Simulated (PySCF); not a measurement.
Molecule: SMILES N#CCB(Cl)Cl, C2H2BCl2N.

Numbering as in the mapped SMILES `[N:1]#[C:2][CH2:3][B:4]([Cl:5])[Cl:6]` (H(Xn): hydrogen on atom n).

Geometry PBE0-D3(BJ)/def2-SVP throughout; GIAO in PySCF 2.14, gas phase, one conformer, non-relativistic; equivalent atoms averaged; basis pcSseg-2.

Q: How do the shifts δ (against NH3, TMS, BF3·OEt2, HCl at the same level) depend on the functional? (ppm; last column core-seconds on shared hosts with different chips, so compare them loosely)

A: 
```csv
functional,kind,N1,C2,C3,B4,Cl5/Cl6,H(C3),core-s
HF,Hartree–Fock,308.3,126.9,14.2,62.0,188.1,2.28,31
LDA,LDA,315.4,123.7,20.8,65.3,364.1,2.65,45
PBE,GGA,301.1,118.9,20.1,62.9,323.3,2.61,57
BLYP,GGA,299.2,117.6,19.4,65.1,312.3,2.57,56
BP86,GGA,298.5,118.3,20.1,62.6,317.9,2.60,57
OPBE,GGA,291.2,116.2,19.9,57.8,300.3,2.64,57
KT2,GGA,282.9,110.3,19.7,58.5,301.4,2.65,34
KT3,GGA,279.1,109.7,19.1,57.8,279.8,2.63,57
B97-D,GGA,288.1,115.3,18.6,60.0,284.6,2.57,54
B3LYP,global hybrid,303.3,121.0,18.5,65.8,285.8,2.50,49
```

Q: Which nucleus moves most, in ppm?

A: Cl5/Cl6 (chlorine bonded to B): from 188.1 ppm with HF to 364.1 ppm with LDA. The smallest spread is 0.38 ppm, at H(C3). Proton shifts span only some 12 ppm, so a few tenths of a ppm matter as much there as several ppm in carbon.
